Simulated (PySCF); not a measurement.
## Exercise with solution: chemical shift, span and skew from a shielding tensor

C2H5BF2O, SMILES COB(F)CF. Atoms are numbered in the order given.

```xyz
11

C     -2.3455     0.1857     0.6643
O     -0.9742     0.4867     0.7880
B     -0.0273    -0.0189    -0.0187
F     -0.3455    -0.8547    -1.0042
C      1.4732     0.4033     0.2323
F      2.3431    -0.1803    -0.6571
H     -2.7039    -0.2550     1.6065
H     -2.9043     1.1158     0.4818
H     -2.5390    -0.5178    -0.1591
H      1.7674     0.1346     1.2643
H      1.5654     1.5038     0.1684
```

Coordinates come from a PBE0-D3(BJ)/def2-SVP optimisation. This is a generated structure with no PubChem entry under its InChIKey; it may be hypothetical. Other conformers were not sampled.

GIAO shieldings from PBE0/pcSseg-1 (PySCF), non-relativistic, no solvent. The symmetric part of the tensor of C5 has the principal values 74.2, 82.3, 181.7 ppm. The same nucleus in TMS has σ = 186.3 ppm at this level (PySCF, at its B3LYP-D3(BJ)/def2-TZVP geometry).

**Question.** Work out the isotropic shielding, the ¹³C shift against TMS, the span and the skew.

**Answer.** 
σ(iso) = (σ11 + σ22 + σ33)/3 = 112.7 ppm. δ = σ(ref) − σ(iso) = 186.3 − (112.7) = 73.6 ppm.
Span Ω = σ33 − σ11 = 107.5 ppm. Skew κ = 3(σ(iso) − σ22)/Ω = 0.85. Tumbling in solution averages the tensor to δ; in a static solid the shielding alone would spread this spin-1/2 line over Ω.
